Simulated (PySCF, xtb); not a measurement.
AlCl, SMILES [Al][Cl] (connectivity only; charge and spin as stated), neutral, multiplicity 1.

Harmonic wavenumbers (cm⁻¹) from xtb with GFN2-xTB at its own minimum, in rising order: 559.

Problem. What does PySCF with PBE0-D3(BJ)/def2-TZVPD give at its own minimum? (Estimate from the structure and the level; the computed values follow.)

Solution. 470. Paired by order, the mean absolute difference is 89 cm⁻¹ and the zero-point energies are 0.8 and 0.7 kcal/mol.
